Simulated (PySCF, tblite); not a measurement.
A set of runs on `C=C=CBCC#CC`; the geometry of each is named by its level. Settings lines and outputs come from a driver script.

C₇H₉B.
SMILES with atom numbers: `[CH2:1]=[C:2]=[CH:3][BH:4][CH2:5][C:6]#[C:7][CH3:8]` (hydrogens: H9, H10 on C1; H11 on C3; H12 on B4; H13, H14 on C5; H15, H16, H17 on C8)

Step 1: GFN2-xTB geometry optimisation, gas phase (tblite 0.8.0) (from a force-field or distance-geometry start)
```json
{"job": {"kind": "relax", "xc": "GFN2-xTB", "basis": "xTB"}, "charge": 0, "multiplicity": 1}
```
```
step      E/eV     max force
  0    -560.74165    1.959
  1    -560.78082    2.790
  2    -560.82827    0.658
...
129    -562.28681    0.024
130    -562.28688    0.016
131    -562.28694    0.015
132    -562.28698    0.012
133    -562.28700    0.010
```

Energy lowered by 35.6 kcal/mol over 133 steps; largest atomic force 0.010 eV/Å at the end. «max force» is the largest atomic force in eV/Å.

Hardware: an Arm Neoverse N1 with one thread (shared host). Cost: 1.4 s of wall time.

Step 2: GFN2-xTB harmonic vibrations, gas phase (tblite 0.8.0) (on the GFN2-xTB geometry)
```json
{"job": {"kind": "ir", "xc": "GFN2-xTB", "basis": "xTB"}, "charge": 0, "multiplicity": 1}
```
```
(table of modes left out)
```

45 modes from 8 to 3085 cm⁻¹ (unscaled, harmonic); zero-point energy 81.7 kcal/mol; all wavenumbers are real at this level.

The run took 0.86 s of wall time on one thread of an Arm Neoverse N1, shared host with 64 logical CPUs at a one-minute load of 61.

Step 3: TDDFT CAM-B3LYP/def2-SVPD, vertical, gas phase, core orbitals frozen in the response (PySCF 2.14.0, density-fitted response routines) (on the GFN2-xTB geometry)
```json
{"job": {"kind": "uv", "xc": "CAM-B3LYP", "basis": "def2-SVPD", "nstates": 8, "ntriplets": 3}, "charge": 0, "multiplicity": 1}
```
```
...
Static polarisability (au): isotropic 101.729, principal 65.983 97.881 141.322
Singlet excitations
state   eV       nm        f      main configurations
  1   4.4649    277.7   0.00014   H-2->L 0.48, H->L 0.48
  2   5.0939    243.4   0.00007   H-2->L 0.46, H->L 0.46
  3   5.3866    230.2   0.02137   H-1->L 0.98
  4   5.9746    207.5   0.37446   H-3->L 0.94
  5   6.5083    190.5   0.00372   H-4->L 0.81
  6   6.6204    187.3   0.03169   H->L+1 0.66, H->L+2 0.12, H->L+3 0.11
  7   6.6502    186.4   0.00007   H->L+8 0.38, H->L+5 0.30
  8   6.7315    184.2   0.00032   H-3->L+2 0.56, H-3->L+3 0.20, H-3->L+4 0.15
Triplet excitations (Tamm-Dancoff, eV): 3.9517 4.1806 4.8551
```

HOMO -8.26 eV, LUMO -0.55 eV; lowest singlet 4.46 eV; lowest triplet 3.95 eV (Tamm–Dancoff); mean polarisability 101.7 au.

Hardware: an Intel Xeon at 2.70 GHz with one thread (shared host). Cost: 2.1 min of wall time (grids of density and orbitals included), 1.1 GiB resident at most.

Geometry of the electronic-property runs (GFN2-xTB):
```
atom  x, y, z in Å
C1     3.5889    1.5253   -0.4253
C2     2.4364    0.9640   -0.2680
C3     1.2914    0.3552   -0.0961
B4     1.1786   -1.1466    0.2034
C5    -0.2339   -1.8244    0.4408
C6    -1.3833   -0.9429    0.3788
C7    -2.3136   -0.1888    0.3231
C8    -3.4500    0.7088    0.2581
H9     4.0559    1.6039   -1.3936
H10    4.1325    1.9458    0.4051
H11    0.3885    0.9541   -0.1653
H12    2.1414   -1.8144    0.2578
H13   -0.3707   -2.6253   -0.2963
H14   -0.2343   -2.3266    1.4160
H15   -3.1336    1.6939   -0.0870
H16   -4.1980    0.3186   -0.4328
H17   -3.9033    0.8115    1.2445
```

 (This holds for the electronic-property runs.)

One conformer stands for the species.
